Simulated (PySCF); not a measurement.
Be(SH)2 (BeH₂S₂), SMILES [SH][Be][SH]. Atoms are numbered in the order given.

```xyz
5

Be     0.0000     0.0000     0.0331
S     -0.0582     1.9020     0.0519
H      0.8945     1.9800    -0.8965
S      0.0582    -1.9020     0.0519
H     -0.8945    -1.9800    -0.8965
```
Charge 0, spin multiplicity 1.

Geometry optimised at r2SCAN-D4/def2-TZVP. One conformer was computed; it need not be the lowest.

Computed with TDA-LC-ωPBE/def2-SVPD run with PySCF.

Vertical excitations. Isolated molecule, no solvent. State labels are in the subgroup C2.

Computed UV-visible absorptions:
```tsv
state	symmetry	energy (eV)	λ (nm)	f	main pairs
S1	B	6.19	200	0.000	HOMO→LUMO+2 36 %, HOMO−1→LUMO+1 35 %, HOMO−1→LUMO+4 11 %, HOMO→LUMO+5 9 %
S2	A	6.22	199	0.001	HOMO→LUMO+1 36 %, HOMO−1→LUMO+2 36 %, HOMO→LUMO+4 11 %, HOMO−1→LUMO+5 9 %
S3	A	6.80	182	0.060	HOMO−1→LUMO 72 %
S4	B	6.81	182	0.068	HOMO→LUMO 64 %, HOMO−1→LUMO+3 11 %
S5	A	6.99	177	0.006	HOMO→LUMO+1 38 %, HOMO−1→LUMO+2 32 %, HOMO→LUMO+4 6 %
S6	B	7.07	175	0.331	HOMO−1→LUMO+1 32 %, HOMO→LUMO+2 27 %, HOMO→LUMO+5 8 %, HOMO−1→LUMO+4 8 %
S7	B	7.63	163	0.017	HOMO→LUMO+10 27 %, HOMO−1→LUMO+7 24 %, HOMO→LUMO+2 12 %, HOMO−2→LUMO+2 6 %
S8	A	7.64	162	0.020	HOMO−1→LUMO+10 28 %, HOMO→LUMO+7 25 %, HOMO−1→LUMO+2 11 %, HOMO−1→LUMO 5 %
S9	B	7.82	159	0.032	HOMO−2→LUMO+2 64 %, HOMO−2→LUMO+5 12 %
S10	A	7.85	158	0.008	HOMO−2→LUMO+1 65 %, HOMO−2→LUMO+4 15 %
T1	A	5.79	214	0	HOMO→LUMO+1 42 %, HOMO−1→LUMO+2 19 %, HOMO→LUMO+4 14 %
T2	B	5.81	213	0	HOMO−1→LUMO+1 32 %, HOMO→LUMO+2 29 %, HOMO−1→LUMO+4 12 %, HOMO→LUMO+5 6 %
T3	A	5.85	212	0	HOMO−1→LUMO+2 45 %, HOMO→LUMO+1 20 %, HOMO−1→LUMO+5 12 %, HOMO−1→LUMO 8 %
T4	B	5.90	210	0	HOMO→LUMO+2 36 %, HOMO−1→LUMO+1 30 %, HOMO→LUMO+5 10 %, HOMO→LUMO 10 %
```
Triplets are in the Tamm–Dancoff approximation.
